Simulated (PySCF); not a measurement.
# NMR data sheet: C5H8ClNSi2

```
Formula                               : C5H8ClNSi2
SMILES                                : [SiH3][SiH2]c1ccc(Cl)cn1
Point group of the computed structure : C1
Degrees of unsaturation               : 4
Carbon signals                        : 5
Proton signals                        : 5
```

Atom-mapped SMILES (the numbers label the heavy atoms): `[SiH3:1][SiH2:2][c:3]1[cH:4][cH:5][c:6]([Cl:7])[cH:8][n:9]1` (H(Xn): hydrogen on atom n).

Level of theory: shieldings: GIAO PBE0/pcSseg-1, geometry: GFN2-xTB, in PySCF 2.14 (non-relativistic, no solvent model, fast rotation and ring inversion assumed for equivalent nuclei, single conformer).

Chemical shifts δ = σref − σ; ¹H (σref 31.72), ¹³C (σref 186.93), ²⁹Si (σref 349.16) vs TMS; ¹⁵N (σref 267.73) against NH3, all at this level.

| carbon | δC, type | δH (multiplicity) | HMBC from (2–3 bonds) | span of the C tensor (ppm) |
| --- | --- | --- | --- | --- |
| C3 | 165.0, C | – | H(C8), H(C4), H(C5), H(Si2), H(Si1) | 234 |
| C4 | 137.1, CH | 7.81 (m) | H(C5), H(Si2) | 233 |
| C5 | 140.5, CH | 7.80 (m) | H(C8), H(C4) | 218 |
| C6 | 143.8, C | – | H(C8), H(C4), H(C5) | 184 |
| C8 | 154.6, CH | 8.94 (s) | H(C5) | 199 |

Other nuclei:
```csv
atoms,nucleus,environment,δ (ppm),σ (ppm)
H(Si2),¹H,"hydrogen on a silicon bonded to C, Si",4.73,26.99
H(Si1),¹H,hydrogen on a silicon bonded to Si,3.71,28.01
Si2,²⁹Si,"silicon bonded to C, Si, 2 H",-73.0,422.1
Si1,²⁹Si,"silicon bonded to Si, 3 H",-119.9,469.1
N9,¹⁵N,pyridine-type ring nitrogen,384.9,-117.2
```

1. Carbon types of the structure: 2 × C, 3 × CH, leaving 5 H on heteroatoms.
2. δC 165.0: substituted aromatic carbon next to a ring nitrogen.
3. δC 154.6: aromatic CH next to a ring nitrogen; the adjacent pyridine-type nitrogen withdraws density from it.
4. δC 143.8: aromatic carbon bearing chlorine.
5. δC 140.5, 137.1: aromatic CH.
6. δH 8.94: hydrogen on an aromatic CH next to a ring nitrogen; ring current plus the neighbouring ring nitrogen.

Carbons that carry Cl, above all several Cl atoms, come out too deshielded, partly because spin–orbit coupling is missing. Shifts are as computed. Against solution values, carbons near 30 ppm lie about +3 ppm off and those near 130 ppm about +5 ppm; carbons on Cl a further +6 ppm. Of 1211 compounds with measured shifts, 218 miss one by over three times the rms of a fit or turn the order of signals round; such compounds aren't used in these exercises. Experimental scales use liquid or dissolved standards, which lie at an offset from isolated NH3 (liquid NH3: subtract about 20 ppm). Unscaled 15N shifts of sp2 nitrogen come out 20 to 40 ppm too high even then. No couplings were computed; multiplicities are counted from neighbouring protons, with m where these are inequivalent, close in shift, in a saturated or five-membered ring or joined by F or P, and br s for small geminal =CH2 splittings.
